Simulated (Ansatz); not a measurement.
System: C3H10O2Si, net charge 0, singlet state. 
Geometry from a B3LYP-D3(BJ)/def2-TZVP (Ansatz, a first-principles code) optimisation:
SMILES: C(C[SiH2]O)CO
```xyz
16

O      2.9185     0.4597     0.3388
C      1.6296     0.2461    -0.2356
C      0.9618    -0.8778     0.5344
C     -0.4104    -1.2720    -0.0325
Si    -1.7891    -0.0261     0.1528
O     -1.4746     1.2576    -0.8513
H      3.3356     1.2029    -0.1077
H      1.0244     1.1571    -0.1874
H      1.7183    -0.0339    -1.2936
H      1.6327    -1.7407     0.5193
H      0.8677    -0.5753     1.5809
H     -0.3235    -1.5397    -1.0912
H     -0.7612    -2.1787     0.4730
H     -1.8813     0.4335     1.5644
H     -3.0889    -0.6510    -0.2085
H     -2.1133     1.9735    -0.8865
```

Dipole moments at this geometry, in debye (magnitudes).

```tsv
level	program	dipole (D)
revPBE/def2-TZVPD	Ansatz	1.67
r2SCAN/def2-TZVPD	Ansatz	1.75
BHLYP/def2-TZVPD	Ansatz	1.90
r2SCAN0/def2-TZVPD	Ansatz	1.81
HSE06/def2-TZVPD	Ansatz	___
CCSD(T)/aug-cc-pV(D+d)Z	Ansatz	___
```

Question: Complete the blanks.

Answer: 
- HSE06/def2-TZVPD, dipole (D): 1.77
- CCSD(T)/aug-cc-pV(D+d)Z, dipole (D): 1.82
